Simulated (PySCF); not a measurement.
**Electric field gradients and quadrupole coupling constants**

Compound: C₇H₈ClOP.
Atom-mapped SMILES: `[CH3:1][O:2][c:3]1[cH:4][c:5]([CH3:6])[cH:7][c:8]([Cl:9])[p:10]1` (hydrogens: H11, H12, H13 on C1; H14 on C4; H15, H16, H17 on C6; H18 on C7)

Cartesian coordinates in Å at the GFN2-xTB level; atoms count from 1:
```
atom  x, y, z in Å
C1     3.3165    0.4747    0.4929
O2     2.2180   -0.3959    0.5759
C3     1.0144    0.0886    0.1830
C4    -0.0377   -0.8149    0.2814
C5    -1.3497   -0.5482   -0.0674
C6    -2.3810   -1.6275    0.0605
C7    -1.7295    0.6973   -0.5637
C8    -0.8410    1.7325   -0.7326
Cl9   -1.4424    3.2365   -1.3549
P10    0.8679    1.7413   -0.3947
H11    3.1731    1.3529    1.1327
H12    4.1824   -0.0916    0.8311
H13    3.4734    0.8141   -0.5375
H14    0.2161   -1.7954    0.6609
H15   -2.1353   -2.3050    0.8741
H16   -3.3672   -1.2050    0.2351
H17   -2.4216   -2.2085   -0.8613
H18   -2.7652    0.8603   -0.8273
```

Field gradients from the PBE0/pcSseg-1 density (PySCF, non-relativistic), principal values in atomic units, ordered |Vxx| ≤ |Vyy| ≤ |Vzz|:

| atom | Vxx | Vyy | Vzz |
| --- | --- | --- | --- |
| O2 | -0.3144 | -1.5309 | 1.8453 |
| Cl9 | -1.7913 | -2.1260 | 3.9173 |

Problem. Find the asymmetry η = (Vxx − Vyy)/Vzz and the couplings χ = eQV/h (234.96 MHz × Q in barn × V in au), with Q(17O) = −0.0256 b, Q(35Cl) = −0.0817 b.

Solution. 
```csv
atom,environment,nucleus,η,χzz (MHz),χxx (MHz),χyy (MHz)
O2,aryl ether oxygen,17O,0.66,-11.10,1.89,9.21
Cl9,aryl chlorine,35Cl,0.09,-75.20,34.39,40.81
```

Problem. What is Vzz at Cl9 in SI units (1 au = 9.71736 × 10²¹ V/m²)?

Solution. 3.9173 au = 38.065 × 10²¹ V/m².

Problem. And the gradient at the other heavy atoms, for which no coupling is worked out here?

Solution. 
```csv
atom,environment,Vzz (au),η
C1,methoxy carbon,0.435,0.06
C3,aromatic carbon bearing oxygen,-0.391,0.23
C4,aromatic CH carbon,0.222,0.35
C5,substituted aromatic carbon,0.359,0.20
C6,benzylic-type carbon,0.081,0.26
C7,aromatic CH carbon,0.228,0.24
C8,aromatic C–Cl carbon,-0.390,0.46
P10,phosphorus bonded to 2 C,-0.995,0.48
```

Were the hydrogens deuterons (Q(2H) = 0.00286 b), χzz would run from 192 kHz (H13 and H11) to 216 kHz (H14 and H18).

Geometry: GFN2-xTB, one conformer, isolated molecule. GFN2-xTB frequencies show an imaginary mode (30i cm⁻¹), so this geometry is no minimum at that level. GFN2-xTB bond lengths can be off by several hundredths of an ångström, more for odd bonds, and the gradients follow them. These gradients aren't converged with respect to the basis.
